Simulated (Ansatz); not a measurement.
Geometry optimisation, Ansatz 0.2.0, DFT PBEsol, scalar-relativistic, plane waves, PAW.

The input (input.yaml):

```yaml
crystal:
  lattice:
    - [11.16, 0.0, 0.0]
    - [0.0, 11.16, 0.0]
    - [0.0, 0.0, 11.16]
  atoms:
    - { symbol: Ca, position: [0.5, 0.0, 0.0] }
    - { symbol: Ca, position: [0.75, 0.25, 0.0] }
    - { symbol: Ca, position: [0.75, 0.0, 0.25] }
    - { symbol: Ca, position: [0.0, 0.0, 0.0] }
    - { symbol: Ca, position: [0.25, 0.25, 0.0] }
    - { symbol: Ca, position: [0.5, 0.5, 0.0] }
    - { symbol: Ca, position: [0.75, 0.75, 0.0] }
    - { symbol: Ca, position: [0.25, 0.0, 0.25] }
    - { symbol: Ca, position: [0.5, 0.25, 0.25] }
    - { symbol: Ca, position: [0.75, 0.5, 0.25] }
    - { symbol: Ca, position: [0.5, 0.0, 0.5] }
    - { symbol: Ca, position: [0.75, 0.25, 0.5] }
    - { symbol: Ca, position: [0.75, 0.0, 0.75] }
    - { symbol: Ca, position: [0.0, 0.5, 0.0] }
    - { symbol: Ca, position: [0.25, 0.75, 0.0] }
    - { symbol: Ca, position: [0.0, 0.25, 0.25] }
    - { symbol: Ca, position: [0.25, 0.5, 0.25] }
    - { symbol: Ca, position: [0.5, 0.75, 0.25] }
    - { symbol: Ca, position: [0.0, 0.0, 0.5] }
    - { symbol: Ca, position: [0.25, 0.25, 0.5] }
    - { symbol: Ca, position: [0.5, 0.5, 0.5] }
    - { symbol: Ca, position: [0.75, 0.75, 0.5] }
    - { symbol: Ca, position: [0.25, 0.0, 0.75] }
    - { symbol: Ca, position: [0.5, 0.25, 0.75] }
    - { symbol: Ca, position: [0.75, 0.5, 0.75] }
    - { symbol: Ca, position: [0.0, 0.75, 0.25] }
    - { symbol: Ca, position: [0.0, 0.5, 0.5] }
    - { symbol: Ca, position: [0.25, 0.75, 0.5] }
    - { symbol: Ca, position: [0.0, 0.25, 0.75] }
    - { symbol: Ca, position: [0.25, 0.5, 0.75] }
    - { symbol: Ca, position: [0.5, 0.75, 0.75] }
    - { symbol: Ca, position: [0.0, 0.75, 0.75] }
    - { symbol: H, position: [0.6267506, 0.3769772, 0.3704104] }
basis:
  ecutwfc: 420.0
kpoints:
  mp_grid: { grid: [1, 1, 1] }
hamiltonian:
  xc: pbesol
scf:
  occupations: { method: fermi_dirac, width: 0.05 }
  lower_state_search: "off"
relax:
  f_tol: 0.08
  max_steps: 25
  adjacent_minimum: "off"
```

Run as:

```bash
$ ansatz run input.yaml --threads 4 --pin off --max-ram 10240MiB --backend cpu --events-out ev --progress --plain --runs-dir out
```

Question: Where does it end, and by what steps?

Answer: The run converged. Limits of this set-up: coarse k mesh, odd electron count without spin, a small cell, in which the defect meets its images. After 2 steps the energy has fallen by 0.218 eV; Ca9 moved furthest, 0.17 Å.

```
step  energy less start (eV)  largest force component (eV/Å)  accepted
   0                  0.0000                           0.359       yes
   1                 -0.2121                           0.102       yes
   2                 -0.2180                           0.029       yes
```

```xyz
33
Lattice="11.1600 0.0000 0.0000 0.0000 11.1600 0.0000 0.0000 0.0000 11.1600" Properties=species:S:1:pos:R:3
Ca 5.590 0.019 0.017
Ca 8.364 2.797 -0.001
Ca 8.363 0.002 2.796
Ca -0.001 0.002 0.000
Ca 2.809 2.800 0.017
Ca 5.587 5.574 -0.001
Ca 8.361 8.352 0.017
Ca 2.809 0.019 2.798
Ca 5.677 2.887 2.885
Ca 8.274 5.484 2.885
Ca 5.588 0.003 5.571
Ca 8.275 2.886 5.483
Ca 8.362 0.019 8.350
Ca -0.018 5.571 0.017
Ca 2.792 8.369 0.000
Ca 0.000 2.797 2.796
Ca 2.792 5.573 2.796
Ca 5.587 8.370 2.796
Ca -0.018 0.019 5.569
Ca 2.793 2.798 5.572
Ca 5.676 5.485 5.483
Ca 8.363 8.369 5.572
Ca 2.792 0.002 8.368
Ca 5.588 2.798 8.366
Ca 8.363 5.573 8.367
Ca -0.018 8.352 2.798
Ca -0.001 5.573 5.572
Ca 2.809 8.352 5.569
Ca -0.018 2.800 8.350
Ca 2.809 5.572 8.350
Ca 5.590 8.352 8.350
Ca -0.001 8.369 8.368
H 6.978 4.189 4.174
```

Time of the run: 7 s on 4 threads of Intel(R) Xeon(R) Platinum 8488C (Sapphire Rapids) (shared host), peak memory 1.1 GiB.
